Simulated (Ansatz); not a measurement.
Steps of a relaxation of `CC(C)[O][Sn][F]` with RKS PBE0-D4/def2-TZVP.

```sh
$ ansatz run in.yaml --threads 4 --pin off --events-out ev --progress --plain --max-ram 11315MiB
```

```yaml
crystal:
  periodic: [false, false, false]
  atoms:
    - {symbol: C, position_ang: [-1.238334, -0.207818, -0.130018]}
    - {symbol: C, position_ang: [0.283742, -0.071074, -0.039981]}
    - {symbol: C, position_ang: [0.900914, -0.987858, 1.013367]}
    - {symbol: O, position_ang: [0.640023, 1.275336, 0.294550]}
    - {symbol: Sn, position_ang: [0.549080, 2.855037, -0.955565]}
    - {symbol: F, position_ang: [-0.132355, 1.809881, -2.512789]}
    - {symbol: H, position_ang: [-1.711647, 0.119967, 0.818769]}
    - {symbol: H, position_ang: [-1.618042, 0.414159, -0.964656]}
    - {symbol: H, position_ang: [-1.534977, -1.258961, -0.324471]}
    - {symbol: H, position_ang: [0.702432, -0.330582, -1.041552]}
    - {symbol: H, position_ang: [1.998936, -0.845431, 1.055021]}
    - {symbol: H, position_ang: [0.693733, -2.053499, 0.786289]}
    - {symbol: H, position_ang: [0.486894, -0.753857, 2.015736]}
basis:
  gaussian: {orbitals: def2-TZVP}
hamiltonian: {xc: pbe0, dispersion: d4}
relax: {f_tol: 0.005, max_steps: 150}
```

Positions (Å) and forces (eV/Å) along the path, 10 of 20 steps:

```xyz
13
step=1 energy=-13817.5774 eV
C    -1.238   -0.208   -0.130   -0.133   -0.011    0.025
C     0.284   -0.071   -0.040    0.053    0.000   -0.206
C     0.901   -0.988    1.013    0.071   -0.072    0.161
O     0.640    1.275    0.295   -0.147    0.405   -0.729
Sn    0.549    2.855   -0.956   -0.236   -1.295    0.037
F    -0.132    1.810   -2.513    0.290    0.470    0.559
H    -1.712    0.120    0.819    0.236   -0.155   -0.445
H    -1.618    0.414   -0.965    0.137   -0.304    0.414
H    -1.535   -1.259   -0.324    0.164    0.494    0.093
H     0.702   -0.331   -1.042   -0.173    0.133    0.519
H     1.999   -0.845    1.055   -0.527   -0.066   -0.034
H     0.694   -2.053    0.786    0.082    0.510    0.087
H     0.487   -0.754    2.016    0.183   -0.110   -0.482
13
step=6 energy=-13817.6755 eV
C    -1.266   -0.250   -0.090   -0.014   -0.006    0.007
C     0.240   -0.073   -0.054    0.016   -0.007   -0.019
C     0.895   -0.956    0.988    0.004   -0.007   -0.001
O     0.563    1.275    0.249   -0.009    0.018    0.022
Sn    0.606    2.834   -0.932   -0.009   -0.018   -0.041
F     0.098    1.885   -2.564    0.015    0.012    0.039
H    -1.702    0.044    0.869    0.003    0.000   -0.008
H    -1.704    0.361   -0.882    0.002   -0.004    0.004
H    -1.530   -1.293   -0.284    0.001    0.009    0.000
H     0.639   -0.329   -1.045   -0.006   -0.001    0.005
H     1.975   -0.795    1.003   -0.009   -0.003   -0.002
H     0.706   -2.012    0.777    0.001    0.008    0.001
H     0.500   -0.724    1.981    0.005    0.000   -0.008
13
step=7 energy=-13817.6765 eV
C    -1.286   -0.263   -0.073   -0.005    0.004    0.000
C     0.219   -0.064   -0.053   -0.004   -0.035   -0.014
C     0.900   -0.947    0.974    0.005    0.011   -0.002
O     0.520    1.286    0.261    0.001    0.032    0.009
Sn    0.623    2.835   -0.932   -0.017   -0.054   -0.079
F     0.216    1.864   -2.582    0.022    0.039    0.086
H    -1.716    0.017    0.893    0.010   -0.003   -0.016
H    -1.742    0.351   -0.854    0.005   -0.015    0.015
H    -1.538   -1.308   -0.274    0.004    0.013    0.000
H     0.610   -0.305   -1.051   -0.010    0.007    0.020
H     1.978   -0.774    0.972   -0.019   -0.005    0.001
H     0.718   -2.004    0.760    0.000    0.011   -0.002
H     0.519   -0.724    1.974    0.007   -0.004   -0.018
13
step=8 energy=-13817.6772 eV
C    -1.300   -0.273   -0.060    0.006    0.011    0.000
C     0.202   -0.056   -0.052   -0.004   -0.036   -0.007
C     0.902   -0.939    0.962    0.000    0.019   -0.005
O     0.488    1.296    0.270   -0.004    0.023   -0.009
Sn    0.638    2.833   -0.933   -0.016   -0.063   -0.094
F     0.302    1.846   -2.592    0.022    0.050    0.112
H    -1.725   -0.004    0.912    0.007   -0.003   -0.011
H    -1.770    0.342   -0.831    0.004   -0.014    0.015
H    -1.542   -1.318   -0.267    0.004    0.009   -0.001
H     0.587   -0.285   -1.055   -0.007    0.004    0.014
H     1.979   -0.757    0.949   -0.017   -0.003    0.001
H     0.728   -1.996    0.744    0.000    0.006   -0.003
H     0.531   -0.725    1.968    0.005   -0.003   -0.012
13
step=9 energy=-13817.6779 eV
C    -1.316   -0.283   -0.045    0.008    0.012   -0.005
C     0.183   -0.047   -0.053   -0.001   -0.010    0.011
C     0.905   -0.928    0.948    0.000    0.017   -0.009
O     0.452    1.307    0.277   -0.001    0.045   -0.030
Sn    0.661    2.833   -0.935   -0.025   -0.133   -0.099
F     0.399    1.818   -2.592    0.024    0.084    0.130
H    -1.733   -0.029    0.933    0.006   -0.002   -0.008
H    -1.805    0.332   -0.805    0.006   -0.012    0.014
H    -1.545   -1.330   -0.259   -0.001    0.004   -0.001
H     0.561   -0.262   -1.061   -0.007   -0.002    0.007
H     1.979   -0.734    0.925   -0.013   -0.001    0.001
H     0.740   -1.985    0.723    0.001   -0.001   -0.002
H     0.541   -0.726    1.959    0.004   -0.001   -0.008
13
step=10 energy=-13817.6784 eV
C    -1.327   -0.291   -0.034    0.007    0.009   -0.001
C     0.170   -0.042   -0.053    0.001   -0.007    0.017
C     0.906   -0.921    0.939   -0.003    0.012   -0.009
O     0.428    1.314    0.280   -0.010    0.011   -0.044
Sn    0.673    2.829   -0.938   -0.011   -0.080   -0.094
F     0.468    1.810   -2.600    0.015    0.064    0.132
H    -1.738   -0.045    0.949    0.006   -0.002   -0.011
H    -1.828    0.325   -0.786    0.008   -0.012    0.015
H    -1.549   -1.339   -0.252   -0.001    0.007   -0.001
H     0.542   -0.250   -1.064   -0.005   -0.005    0.005
H     1.979   -0.718    0.910   -0.014    0.000    0.001
H     0.749   -1.979    0.710    0.001    0.003    0.000
H     0.548   -0.728    1.954    0.005    0.000   -0.009
13
step=12 energy=-13817.6803 eV
C    -1.366   -0.320    0.001    0.000    0.009   -0.005
C     0.122   -0.029   -0.060   -0.012    0.013    0.023
C     0.911   -0.893    0.905    0.000    0.007   -0.007
O     0.344    1.334    0.276    0.002   -0.006   -0.069
Sn    0.732    2.825   -0.936   -0.010   -0.086   -0.040
F     0.703    1.777   -2.590    0.004    0.050    0.091
H    -1.755   -0.100    0.999    0.014   -0.002   -0.022
H    -1.909    0.292   -0.725    0.022   -0.020    0.025
H    -1.565   -1.371   -0.226    0.003    0.014    0.002
H     0.473   -0.220   -1.082   -0.006    0.002    0.017
H     1.976   -0.656    0.850   -0.023   -0.005    0.001
H     0.782   -1.954    0.671   -0.001    0.023    0.001
H     0.573   -0.720    1.931    0.009    0.002   -0.018
13
step=16 energy=-13817.6826 eV
C    -1.417   -0.367    0.045    0.000    0.002   -0.002
C     0.053   -0.018   -0.081   -0.006   -0.007   -0.002
C     0.914   -0.846    0.853    0.003    0.002    0.000
O     0.227    1.353    0.241    0.004    0.033    0.013
Sn    0.813    2.823   -0.911   -0.011   -0.057   -0.007
F     1.030    1.741   -2.522    0.008    0.025   -0.004
H    -1.767   -0.170    1.062    0.003    0.000    0.000
H    -2.015    0.231   -0.646    0.001    0.000   -0.001
H    -1.585   -1.423   -0.183   -0.001   -0.001    0.000
H     0.372   -0.199   -1.115   -0.001    0.004    0.008
H     1.968   -0.584    0.739    0.000    0.000   -0.001
H     0.801   -1.912    0.641    0.001    0.000   -0.001
H     0.626   -0.665    1.892   -0.001   -0.001   -0.002
13
step=19 energy=-13817.6830 eV
C    -1.431   -0.378    0.057    0.002    0.003    0.000
C     0.034   -0.014   -0.084   -0.001   -0.006   -0.001
C     0.915   -0.833    0.839    0.000    0.003    0.000
O     0.196    1.360    0.234    0.000    0.004   -0.001
Sn    0.830    2.816   -0.908    0.000   -0.003    0.000
F     1.121    1.730   -2.505    0.000    0.000    0.003
H    -1.770   -0.188    1.079    0.000    0.000   -0.001
H    -2.043    0.216   -0.624    0.001   -0.002    0.002
H    -1.591   -1.435   -0.172    0.000    0.001    0.000
H     0.345   -0.192   -1.122    0.000    0.000    0.000
H     1.965   -0.561    0.711   -0.003   -0.001    0.000
H     0.810   -1.901    0.628    0.000    0.000   -0.001
H     0.638   -0.655    1.881    0.001   -0.001   -0.002
13
step=20 energy=-13817.6830 eV
C    -1.434   -0.381    0.060    0.002    0.001    0.000
C     0.030   -0.013   -0.086   -0.001   -0.002    0.002
C     0.915   -0.830    0.835   -0.001    0.002   -0.001
O     0.188    1.361    0.232    0.001    0.002   -0.002
Sn    0.835    2.815   -0.907    0.000   -0.002    0.000
F     1.142    1.725   -2.497    0.000    0.001    0.002
H    -1.770   -0.192    1.083    0.000    0.000    0.000
H    -2.050    0.212   -0.619    0.000   -0.001    0.001
H    -1.593   -1.438   -0.169    0.000    0.000    0.000
H     0.338   -0.190   -1.124    0.000    0.000    0.000
H     1.964   -0.555    0.704   -0.001    0.000    0.000
H     0.813   -1.897    0.624    0.000    0.000    0.000
H     0.641   -0.652    1.878    0.000    0.000   -0.001
```

Run time 110 s (4 threads of an Arm Neoverse V2 on a shared host); peak host memory 0.82 GiB.
